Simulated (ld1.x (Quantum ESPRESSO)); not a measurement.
## Ranking TM potentials for helium

All share these settings but for the change named:

ld1.x (Quantum ESPRESSO) 7.5 input, shortened:

```
&input
   title='He', zed=2., rel=1, dft='PBESOL', iswitch=3,
   config='[He] 2p-2'
 /
 &inputp
   pseudotype=2, tm=.true., lloc=-1, rcloc=0.45,
   nlcc=.false.
 /
2
1S  1  0   2.00   0.00  0.60  0.60  0.0
2P  2  1  -2.00  -0.20  0.60  0.60  0.0
 &test
   configts(1)='1s2'
 /
```

Cutoff: the first of the cutoffs (Ry, on a coarse ladder) from which the occupation-weighted sum of valence levels, in a spherical-Bessel basis at the reference potential, stays within 10 and 1 mRy of its value at 400 Ry; the density cutoff is not measured.

The base gives 140 Ry.

Of 7 variants that were run, those that failed, showed a ghost or another fault, or gave nearly equal values are left out.

Question: Rank these variants from softest to hardest (loose cutoff).
A. wave 1s (bound): rc 0.60 bohr becomes 1s (bound): rc 0.90 bohr
B. wave 1s (bound): rc 0.60 bohr becomes 1s (bound): rc 0.42 bohr
C. wave 1s (bound): rc 0.60 bohr becomes 1s (bound): rc 0.54 bohr
D. wave 1s (bound): rc 0.60 bohr becomes 1s (bound): rc 0.66 bohr
E. wave 1s (bound): rc 0.60 bohr becomes 1s (bound): rc 0.72 bohr

Answer: A (70 Ry), E (100 Ry), D (120 Ry), C (160 Ry), B (200 Ry).
